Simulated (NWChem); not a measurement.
InNH3F; SMILES [NH2][InH][F]

```xyz
6

In    -0.2794    -0.0825     0.0283
H     -1.9586    -0.3307    -0.0464
F      0.8716    -1.6751    -0.0861
N      0.8998     1.5419     0.0610
H      1.8829     1.4213     0.2832
H      0.5617     2.4352     0.4016
```
Atoms are numbered in this order, from 1.

Results from NWChem. STO-3G and 3-21G are far too small for this property and stand as cheap habits. Coordinates come from a PBE0/def2-SVP optimisation. def2 effective core potentials on In; no spin-orbit coupling. Field at 589 nm.

| level | isotropic polarisability (bohr³) | anisotropy (bohr³) | relative time |
|---|---|---|---|
| B3LYP/STO-3G (all-electron, non-relativistic) | 22.8 | 16.2 | 1 |
| B3LYP/def2-SVP (core potentials) | 37.9 | 20.0 | 3 |
| B3LYP/def2-SVPD (core potentials) | 47.1 | 17.6 | 9 |

The last column is a rough cost ratio, cheapest run = 1.
